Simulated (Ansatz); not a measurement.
A short molecular-dynamics run on Si14H22, a nanocrystal with a defect cut from the lattice of silicon (two caps of one atom removed).

```yaml
crystal:
  periodic: [false, false, false]
  atoms:
    - {symbol: Si, position_ang: [-4.106130, 1.303861, 0.176987]}
    - {symbol: Si, position_ang: [1.432466, -4.150609, 0.077152]}
    - {symbol: Si, position_ang: [-1.285753, -1.492247, 0.187414]}
    - {symbol: Si, position_ang: [1.466758, -1.462427, 3.025275]}
    - {symbol: Si, position_ang: [1.491251, 1.287956, 0.188329]}
    - {symbol: Si, position_ang: [-1.309318, 4.104615, 0.177645]}
    - {symbol: Si, position_ang: [4.151975, -1.428049, 0.076283]}
    - {symbol: Si, position_ang: [-2.826092, -0.230435, -1.069179]}
    - {symbol: Si, position_ang: [-2.917732, 2.913664, 1.419635]}
    - {symbol: Si, position_ang: [-0.114524, -2.957453, -1.226258]}
    - {symbol: Si, position_ang: [2.724227, -2.721028, 1.446839]}
    - {symbol: Si, position_ang: [0.227707, 2.827209, -1.067873]}
    - {symbol: Si, position_ang: [2.956798, 0.118178, -1.226202]}
    - {symbol: Si, position_ang: [0.177313, -0.177116, 1.493401]}
    - {symbol: H, position_ang: [-5.009957, 2.037780, -0.784229]}
    - {symbol: H, position_ang: [-4.984001, 0.520641, 1.121920]}
    - {symbol: H, position_ang: [2.353389, -5.003535, -0.761855]}
    - {symbol: H, position_ang: [0.643309, -5.071986, 0.975244]}
    - {symbol: H, position_ang: [-2.073252, -2.349006, 1.153678]}
    - {symbol: H, position_ang: [2.347447, 2.075849, 1.154754]}
    - {symbol: H, position_ang: [-2.044359, 5.006984, -0.784099]}
    - {symbol: H, position_ang: [-0.528062, 4.984055, 1.122737]}
    - {symbol: H, position_ang: [5.004983, -2.348329, -0.763350]}
    - {symbol: H, position_ang: [5.073393, -0.638313, 0.973816]}
    - {symbol: H, position_ang: [-3.779745, -1.202829, -1.723045]}
    - {symbol: H, position_ang: [-2.083929, 0.484745, -2.166668]}
    - {symbol: H, position_ang: [-3.925808, 3.920252, 1.921838]}
    - {symbol: H, position_ang: [-2.275302, 2.271814, 2.619517]}
    - {symbol: H, position_ang: [-1.094158, -3.913776, -1.860482]}
    - {symbol: H, position_ang: [0.569995, -2.185847, -2.322276]}
    - {symbol: H, position_ang: [3.651627, -3.646922, 2.206305]}
    - {symbol: H, position_ang: [-0.485754, 2.084331, -2.166005]}
    - {symbol: H, position_ang: [1.199031, 3.782517, -1.720910]}
    - {symbol: H, position_ang: [2.184944, -0.566853, -2.321731]}
    - {symbol: H, position_ang: [3.911955, 1.098562, -1.861009]}
    - {symbol: H, position_ang: [-0.724692, 0.723746, 2.306431]}
basis:
  gaussian: {orbitals: "6-31G*"}
hamiltonian: {xc: {name: r2SCAN}, dispersion: d4}
md: {timestep: 2 fs, n_steps: 25, ensemble: nve, temperature: 700, initial_velocities: maxwell_boltzmann, seed: 682}
scf: {omitted_lower_state_checks: [starts]}
```

```sh
$ ansatz run in.yaml --threads 2 --pin off --events-out ev --progress --plain --max-ram 22528MiB --backend cuda --devices 0, --max-vram 18GiB
```

```csv
step,time (fs),potential energy (eV),kinetic (eV),T (K),conserved (eV)
0,0.0,-110630.2424,3.0764,700,-110627.1660
1,2.0,-110629.5007,2.4412,555,-110627.0594
2,4.0,-110628.7692,1.7957,409,-110626.9735
3,6.0,-110629.1597,2.0787,473,-110627.0810
4,8.0,-110629.2660,2.1376,486,-110627.1284
5,10.0,-110628.3715,1.3304,303,-110627.0410
6,12.0,-110627.9237,0.9709,221,-110626.9528
7,14.0,-110628.8553,1.7168,391,-110627.1384
8,16.0,-110628.8545,1.7394,396,-110627.1151
9,18.0,-110628.1021,1.1296,257,-110626.9725
10,20.0,-110628.4298,1.3898,316,-110627.0400
11,22.0,-110629.0900,1.9752,449,-110627.1148
12,24.0,-110628.8847,1.7849,406,-110627.0998
13,26.0,-110628.1862,1.2108,276,-110626.9754
14,28.0,-110628.6597,1.6040,365,-110627.0558
15,30.0,-110629.2765,2.1183,482,-110627.1582
16,32.0,-110628.6094,1.5853,361,-110627.0242
17,34.0,-110628.3807,1.3847,315,-110626.9960
18,36.0,-110629.0409,1.9493,444,-110627.0916
19,38.0,-110629.2308,2.1201,482,-110627.1107
20,40.0,-110628.6435,1.5983,364,-110627.0452
21,42.0,-110628.4028,1.4208,323,-110626.9820
22,44.0,-110629.1569,2.0163,459,-110627.1406
23,46.0,-110628.9682,1.8724,426,-110627.0958
24,48.0,-110628.3113,1.3344,304,-110626.9769
25,50.0,-110628.6796,1.6219,369,-110627.0576
```

Velocities are drawn at the set temperature; a run this short doesn't reach equilibrium. The conserved energy moves by 0.21 eV, a sign that the time step is too long.

The 6-31G sets use Cartesian d functions. The restricted singlet is unstable towards broken spin symmetry in Hartree–Fock (as tested in another run); at RKS r2SCAN-D4/6-31G* this wasn't settled.

Frames (Å, forces in eV/Å):

```xyz
36
time=0.0 fs
Si   -4.106    1.304    0.177   -0.153    0.003    0.000
Si    1.432   -4.151    0.077    0.013   -0.165   -0.015
Si   -1.286   -1.492    0.187   -0.095   -0.077    0.019
Si    1.467   -1.462    3.025    0.001    0.000   -0.090
Si    1.491    1.288    0.188    0.077    0.094    0.019
Si   -1.309    4.105    0.178   -0.003    0.153    0.000
Si    4.152   -1.428    0.076    0.165   -0.013   -0.015
Si   -2.826   -0.230   -1.069   -0.079   -0.037   -0.129
Si   -2.918    2.914    1.420   -0.062    0.062    0.138
Si   -0.115   -2.957   -1.226   -0.038   -0.076   -0.132
Si    2.724   -2.721    1.447    0.115   -0.115    0.077
Si    0.228    2.827   -1.068    0.037    0.079   -0.129
Si    2.957    0.118   -1.226    0.076    0.038   -0.132
Si    0.177   -0.177    1.493   -0.074    0.074    0.143
H    -5.010    2.038   -0.784    0.128   -0.126    0.164
H    -4.984    0.521    1.122    0.126    0.132   -0.164
H     2.353   -5.004   -0.762   -0.157    0.124    0.145
H     0.643   -5.072    0.975    0.133    0.131   -0.156
H    -2.073   -2.349    1.154    0.115    0.122   -0.136
H     2.347    2.076    1.155   -0.122   -0.115   -0.136
H    -2.044    5.007   -0.784    0.126   -0.128    0.164
H    -0.528    4.984    1.123   -0.132   -0.127   -0.164
H     5.005   -2.348   -0.763   -0.124    0.157    0.146
H     5.073   -0.638    0.974   -0.131   -0.133   -0.156
H    -3.780   -1.203   -1.723    0.159    0.159    0.087
H    -2.084    0.485   -2.167   -0.149   -0.151    0.172
H    -3.926    3.920    1.922    0.166   -0.166   -0.064
H    -2.275    2.272    2.620   -0.144    0.144   -0.193
H    -1.094   -3.914   -1.860    0.161    0.158    0.082
H     0.570   -2.186   -2.322   -0.145   -0.155    0.176
H     3.652   -3.647    2.206   -0.131    0.131   -0.105
H    -0.486    2.084   -2.166    0.151    0.149    0.173
H     1.199    3.783   -1.721   -0.159   -0.159    0.086
H     2.185   -0.567   -2.322    0.155    0.145    0.175
H     3.912    1.099   -1.861   -0.158   -0.161    0.082
H    -0.725    0.724    2.306    0.151   -0.151   -0.133
36
time=10.0 fs
Si   -4.098    1.352    0.204    0.339    0.818   -1.750
Si    1.399   -4.123    0.041   -0.356   -0.047    2.917
Si   -1.288   -1.516    0.183   -0.530   -0.244    0.543
Si    1.395   -1.449    2.940    1.083   -1.138    1.244
Si    1.427    1.221    0.169   -0.023    0.097    1.089
Si   -1.321    4.139    0.174    1.692   -0.335    0.603
Si    4.166   -1.358    0.073   -0.503   -0.339    0.846
Si   -2.832   -0.208   -1.002    1.139    0.023   -2.160
Si   -2.889    2.884    1.402    0.081    0.787    0.152
Si   -0.081   -2.971   -1.185   -0.471    0.692    0.186
Si    2.772   -2.658    1.466   -1.703    0.907   -0.964
Si    0.264    2.781   -1.082   -0.885    0.390    1.136
Si    2.961    0.107   -1.214   -1.375   -0.673   -0.197
Si    0.181   -0.268    1.513    0.082   -0.060   -2.082
H    -4.755    2.302   -0.812   -0.013   -0.684    0.340
H    -5.061    0.570    0.938   -0.752   -0.318    0.610
H     2.457   -4.826   -0.591    0.885   -0.993   -0.960
H     0.602   -5.104    1.026    0.769    0.862   -0.957
H    -2.130   -2.305    1.175    0.264   -0.021   -0.249
H     2.079    1.960    1.358    0.138   -0.208   -0.751
H    -2.102    5.036   -0.651   -0.575    0.358   -0.774
H    -0.546    5.183    1.039   -0.447   -0.892   -0.292
H     4.617   -2.457   -0.764    0.848   -0.399   -0.527
H     5.208   -0.685    0.942   -0.135   -0.172   -0.451
H    -3.660   -1.184   -1.879    0.217    0.545    0.647
H    -1.861    0.472   -2.141   -1.261   -0.590    1.322
H    -3.828    4.083    1.639    0.238   -0.786    0.459
H    -2.331    2.109    2.549   -0.039    0.515    0.286
H    -0.947   -3.816   -1.945   -0.980   -0.967   -0.465
H     0.551   -2.242   -2.256    0.648    0.728   -0.561
H     3.635   -3.597    2.096    0.961   -0.980    0.816
H    -0.534    1.980   -2.020    0.016    0.037   -0.581
H     1.362    3.559   -1.650    0.264    0.444   -0.566
H     2.299   -0.439   -2.506    0.370    0.189    0.911
H     3.896    1.084   -1.617    1.114    1.312   -0.652
H    -0.665    0.480    2.366   -1.100    1.144    0.830
36
time=20.0 fs
Si   -4.090    1.401    0.201   -0.679   -1.166   -0.136
Si    1.403   -4.096    0.055    3.147   -0.013   -0.075
Si   -1.305   -1.544    0.190   -0.320   -0.198   -0.097
Si    1.358   -1.472    2.897    1.210   -1.345    2.045
Si    1.358    1.150    0.172    0.042   -0.294   -0.235
Si   -1.307    4.162    0.160   -0.410   -1.103   -1.426
Si    4.170   -1.320    0.076    0.324   -2.030   -0.886
Si   -2.818   -0.191   -0.961   -0.318   -0.297    1.213
Si   -2.849    2.870    1.389    0.452    0.623    0.681
Si   -0.071   -2.969   -1.174   -1.053    0.386   -1.941
Si    2.791   -2.593    1.471    0.589   -1.781    0.339
Si    0.279    2.752   -1.076   -0.482    0.812   -0.457
Si    2.960    0.114   -1.203    1.317    2.624    0.280
Si    0.161   -0.337    1.491   -2.280    2.289   -0.108
H    -4.692    2.249   -0.834   -0.244    0.241   -0.480
H    -5.272    0.727    0.905    0.610    0.326   -0.080
H     2.526   -4.908   -0.719   -1.060    0.630    0.462
H     0.711   -5.027    0.888   -0.615   -0.853    0.872
H    -2.069   -2.391    1.121   -0.242   -0.362    0.307
H     2.101    1.858    1.219    0.539    0.367    0.326
H    -2.247    4.962   -0.760    0.619   -0.333    0.331
H    -0.625    5.066    1.053    0.463    0.615    0.577
H     4.686   -2.456   -0.856   -0.120    0.708    0.436
H     5.371   -0.749    0.695    0.190    0.319    0.318
H    -3.657   -1.058   -1.765   -0.586   -0.538   -0.444
H    -1.984    0.517   -1.857    0.852    0.866   -1.117
H    -3.792    3.925    1.792   -0.444    0.388    0.087
H    -2.397    2.344    2.694    0.303   -0.162    0.081
H    -1.017   -3.932   -1.973    0.678    0.704    0.520
H     0.711   -2.095   -2.162   -0.402   -0.398    0.301
H     3.794   -3.700    2.199   -1.163    1.334   -0.704
H    -0.454    2.033   -2.173    0.000    0.146    0.171
H     1.403    3.457   -1.831   -0.396    0.026    0.394
H     2.453   -0.382   -2.464   -0.294   -0.376   -0.637
H     4.018    1.335   -1.534   -1.248   -1.336    0.240
H    -0.835    0.557    2.451    1.021   -0.821   -1.157
36
time=30.0 fs
Si   -4.096    1.428    0.175   -0.437   -0.556    0.412
Si    1.468   -4.074    0.103    0.552   -0.152   -0.342
Si   -1.338   -1.588    0.201   -0.619   -0.875   -0.293
Si    1.359   -1.537    2.918   -0.012   -0.159    1.180
Si    1.300    1.080    0.178    1.211    0.671   -0.741
Si   -1.281    4.155    0.128   -0.260   -0.817   -0.561
Si    4.186   -1.328    0.068    0.943   -0.238   -0.792
Si   -2.806   -0.177   -0.920   -0.765   -0.265    0.138
Si   -2.802    2.884    1.405   -0.239    0.832    0.755
Si   -0.085   -2.947   -1.200    0.134    0.260   -0.309
Si    2.802   -2.558    1.467   -0.022   -0.776   -0.548
Si    0.272    2.747   -1.074   -0.318    0.731   -0.520
Si    2.967    0.165   -1.192   -0.076    0.584    0.052
Si    0.093   -0.355    1.446   -0.328    0.682    0.504
H    -4.685    2.170   -0.974    0.043    0.222   -0.049
H    -5.300    0.988    1.004    0.537   -0.056   -0.269
H     2.271   -4.918   -0.887   -0.019    0.340    0.479
H     0.752   -5.060    0.951   -0.039   -0.024    0.248
H    -2.042   -2.571    1.107   -0.041    0.282   -0.069
H     2.316    1.832    1.025   -0.401   -0.119    0.148
H    -2.165    4.853   -0.895    0.423    0.051    0.379
H    -0.629    5.034    1.125    0.165    0.338   -0.110
H     4.872   -2.249   -0.907   -0.278   -0.169    0.074
H     5.425   -0.667    0.597   -0.363    0.084    0.484
H    -3.784   -1.014   -1.691    0.195   -0.009   -0.145
H    -2.035    0.696   -1.825    0.201   -0.055   -0.309
H    -3.872    3.803    1.931    0.050    0.284   -0.301
H    -2.263    2.521    2.763    0.168   -0.443   -0.418
H    -0.974   -3.933   -1.936    0.346    0.351    0.011
H     0.758   -2.031   -2.074   -0.451   -0.412   -0.037
H     3.683   -3.450    2.254    0.211   -0.236    0.164
H    -0.423    2.168   -2.276   -0.139   -0.068    0.343
H     1.329    3.537   -1.827   -0.073   -0.036    0.537
H     2.536   -0.453   -2.457   -0.160   -0.140   -0.286
H     3.830    1.349   -1.523   -0.039   -0.125   -0.027
H    -0.816    0.567    2.186   -0.098    0.023    0.220
36
time=40.0 fs
Si   -4.107    1.444    0.152    1.209    0.978   -0.597
Si    1.543   -4.052    0.150   -2.252    0.277    1.506
Si   -1.389   -1.655    0.200   -0.602   -0.471   -0.174
Si    1.361   -1.610    2.980   -0.730    0.593    0.075
Si    1.276    1.030    0.160    1.000    1.314   -0.597
Si   -1.253    4.121    0.089    0.801    0.259    1.512
Si    4.228   -1.343    0.037   -0.291    1.538    0.659
Si   -2.813   -0.170   -0.879   -0.273    0.216   -2.150
Si   -2.763    2.927    1.441   -0.797    0.596   -0.507
Si   -0.096   -2.916   -1.227    0.927   -0.002    1.590
Si    2.814   -2.548    1.449   -0.071   -0.028   -0.602
Si    0.252    2.764   -1.080   -0.284   -0.141    0.922
Si    2.966    0.227   -1.187   -1.056   -2.584   -0.626
Si    0.012   -0.350    1.415    1.164   -1.069    0.801
H    -4.616    2.217   -1.079    0.079   -0.262    0.729
H    -5.167    1.079    1.052   -0.919   -0.506    0.427
H     2.202   -4.830   -0.824    1.206   -1.064   -0.958
H     0.802   -5.057    1.166    0.658    0.963   -1.024
H    -2.120   -2.616    1.120    0.069    0.307   -0.201
H     2.308    1.787    1.026   -0.657   -0.242   -0.013
H    -1.917    4.915   -0.918   -0.632    0.494   -0.666
H    -0.552    5.179    1.017   -0.329   -0.835   -0.665
H     4.891   -2.205   -0.912    0.641   -0.650   -0.444
H     5.199   -0.522    0.890   -0.222   -0.538   -0.321
H    -3.796   -1.006   -1.754    0.613    0.418    0.440
H    -2.007    0.768   -1.967   -0.795   -1.267    1.321
H    -3.891    3.895    1.864    0.755   -0.356    0.178
H    -1.983    2.330    2.579   -0.409    0.130   -0.064
H    -0.836   -3.840   -2.011   -0.874   -1.132   -0.698
H     0.610   -2.104   -2.189    0.503    0.681   -0.527
H     3.667   -3.333    2.326    0.635   -0.662    0.334
H    -0.533    2.220   -2.201    0.081   -0.050   -0.406
H     1.316    3.677   -1.498    0.490    0.231   -0.415
H     2.559   -0.545   -2.484    0.144    0.638    0.801
H     3.709    1.359   -1.567    1.064    1.442   -0.495
H    -0.853    0.561    2.091   -0.843    0.785    0.854
36
time=50.0 fs
Si   -4.095    1.474    0.142    0.149    0.484    1.134
Si    1.589   -4.025    0.189    0.320   -0.125   -2.146
Si   -1.458   -1.730    0.190   -0.100    0.779    0.017
Si    1.341   -1.664    3.046   -0.499    0.524   -0.722
Si    1.274    1.017    0.117   -0.895    0.628   -0.074
Si   -1.225    4.092    0.064   -0.854    0.740   -0.302
Si    4.267   -1.332    0.004   -0.453   -0.268   -0.353
Si   -2.837   -0.171   -0.865    0.070   -0.573    0.192
Si   -2.741    2.980    1.455   -0.416   -0.231   -1.167
Si   -0.085   -2.899   -1.243    0.346   -1.351   -0.629
Si    2.836   -2.552    1.424    1.409   -0.660    1.393
Si    0.231    2.784   -1.070    0.746   -0.432   -0.255
Si    2.964    0.257   -1.193    1.849    0.757   -0.682
Si   -0.051   -0.357    1.425   -0.310    0.127    1.783
H    -4.645    2.291   -0.961   -0.218    0.075   -0.214
H    -5.222    0.944    1.005    0.261    0.084   -0.295
H     2.529   -4.917   -0.720   -0.751    0.666    0.751
H     0.927   -4.883    1.147   -0.631   -0.676    0.438
H    -2.245   -2.563    1.104   -0.216   -0.476    0.281
H     1.973    1.712    1.204    0.426    0.439    0.400
H    -1.861    4.996   -0.996   -0.089   -0.514    0.335
H    -0.430    5.098    0.770    0.350    0.228    0.593
H     5.101   -2.308   -0.853   -0.297    0.626    0.515
H     4.987   -0.652    1.090    0.683    0.271    0.003
H    -3.668   -0.962   -1.756   -0.755   -0.449   -0.465
H    -1.977    0.496   -1.819    0.653    0.559   -0.480
H    -3.617    3.999    2.051   -0.266    0.208    0.392
H    -1.968    2.192    2.418    0.052    0.047    0.511
H    -0.840   -3.965   -2.099    0.413    0.583    0.703
H     0.526   -2.018   -2.312   -0.042   -0.067    0.495
H     3.867   -3.466    2.369   -1.102    0.920   -1.228
H    -0.483    2.285   -2.291    0.352    0.088   -0.026
H     1.381    3.732   -1.356   -0.264   -0.297   -0.289
H     2.509   -0.425   -2.418   -0.198   -0.070   -0.307
H     3.808    1.574   -1.691   -0.893   -1.506    0.624
H    -1.039    0.631    2.275    1.171   -1.140   -0.925
```

Run time 2 min (2 threads of AMD EPYC 7R13 on a shared host and a share (18 GiB) of an NVIDIA H100 80GB HBM3), peak host memory 1.1 GiB.
